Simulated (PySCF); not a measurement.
**Relaxation of singlet SSe3**

These are results of PySCF, PBE0, basis S def2-SVP, Se def2-SVP (no relativity, density fitting), not measurements. A (50,194) grid was used.

A hand-made trigonal planar start, of D3h symmetry, held to at least that symmetry:

```xyz
4
charge 0 multiplicity 1, angstrom
S     0.0000    0.0000    0.0000
Se    2.0100    0.0000    0.0000
Se   -1.0050    1.7407    0.0000
Se   -1.0050   -1.7407    0.0000
```

Optimiser trace:
| step | E − E(last) (kJ/mol) | largest gradient (Eh/bohr) |
| --- | --- | --- |
| 0 | 19.57 | 0.03717 |
| 1 | 1.04 | 0.00778 |
| 2 | 0.03 | 0.00132 |
| 3 | 0.00 | 0.00006 |

It ends at D3h with S–Se 2.085 Å (×3); Se–S–Se 120.0° (×3). A frequency run shows a minimum. Other isomers or separated fragments may lie lower.
